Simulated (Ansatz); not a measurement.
HNaO, charge -1, doublet, at a GFN2-xTB geometry (such geometries of metal compounds can be far from the true shape) (a state made from the parent by changing its charge; the spin is typed, not shown lowest) (a gas-phase anion, which may not be bound at this level). Base run: HF/6-31G** (Ansatz, an electronic-structure program).

Ansatz was given this input:
Ansatz 0.2 input:
```yaml
crystal:
  periodic: [false, false, false]
  atoms:
    - {symbol: Na, position_ang: [-0.00000000, -0.00000000, -1.21477043]}
    - {symbol: O, position_ang: [0.00000000, 0.00000000, 1.37739347]}
    - {symbol: H, position_ang: [0.00000000, 0.00000000, 2.34332695]}
basis:
  gaussian:
    orbitals: 6-31G__.json
hamiltonian:
  xc: hf
total_charge: -1
magnetization: {spin_polarized: true, initial_magnetization: 1}
```
The basis file holds 6-31G** in the JSON format of the Basis Set Exchange.

The bond that is stretched is that between atoms 1 and 2. A test that says stable can miss a lower solution.

Variants of this job, named by their change:

```json
[
 {"change": "base", "ΔE vs base (mEh)": "0.000", "<S^2>": "0.751", "stability test says": "minimum"},
 {"change": "spin_polarized = on; lower_state_search = off", "ΔE vs base (mEh)": "0.000", "<S^2>": "0.751", "stability test says": "undecided (no full test)"},
 {"change": "spin_polarized = on; lower_state_search = standard", "ΔE vs base (mEh)": "0.000", "<S^2>": "0.751", "stability test says": "minimum"},
 {"change": "bond × 1.25", "ΔE vs base (mEh)": "31.291", "<S^2>": "0.751", "stability test says": "minimum"},
 {"change": "spin_polarized = on; lower_state_search = off; bond × 1.25", "ΔE vs base (mEh)": "31.291", "<S^2>": "0.751", "stability test says": "undecided (no full test)"},
 {"change": "spin_polarized = on; lower_state_search = standard; bond × 1.25", "ΔE vs base (mEh)": "31.291", "<S^2>": "0.751", "stability test says": "minimum"},
 {"change": "bond × 1.5", "ΔE vs base (mEh)": "42.285", "<S^2>": "1.325", "stability test says": "minimum"},
 {"change": "spin_polarized = on; lower_state_search = off; bond × 1.5", "ΔE vs base (mEh)": "50.805", "<S^2>": "0.751", "stability test says": "undecided (no full test)"},
 {"change": "spin_polarized = on; lower_state_search = standard; bond × 1.5", "ΔE vs base (mEh)": "42.285", "<S^2>": "1.325", "stability test says": "minimum"},
 {"change": "bond × 1.8", "ΔE vs base (mEh)": "40.607", "<S^2>": "1.285", "stability test says": "minimum"},
 {"change": "spin_polarized = on; lower_state_search = off; bond × 1.8", "ΔE vs base (mEh)": "63.504", "<S^2>": "0.750", "stability test says": "undecided (no full test)"},
 {"change": "spin_polarized = on; lower_state_search = standard; bond × 1.8", "ΔE vs base (mEh)": "40.607", "<S^2>": "1.285", "stability test says": "minimum"},
 {"change": "bond × 2.2", "ΔE vs base (mEh)": "38.797", "<S^2>": "1.259", "stability test says": "minimum"},
 {"change": "spin_polarized = on; lower_state_search = off; bond × 2.2", "ΔE vs base (mEh)": "71.967", "<S^2>": "0.750", "stability test says": "undecided (no full test)"},
 {"change": "spin_polarized = on; lower_state_search = standard; bond × 2.2", "ΔE vs base (mEh)": "38.797", "<S^2>": "1.259", "stability test says": "minimum"},
 {"change": "bond × 3.0", "ΔE vs base (mEh)": "36.835", "<S^2>": "1.244", "stability test says": "minimum"},
 {"change": "spin_polarized = on; lower_state_search = off; bond × 3.0", "ΔE vs base (mEh)": "77.972", "<S^2>": "0.750", "stability test says": "undecided (no full test)"},
 {"change": "spin_polarized = on; lower_state_search = standard; bond × 3.0", "ΔE vs base (mEh)": "36.835", "<S^2>": "1.244", "stability test says": "minimum"}
]
```

A gas-phase anion may not be bound at this level; its values then depend on the basis.

On stretching, the SCF can end on different states; <S^2> shows the spin contamination of each.
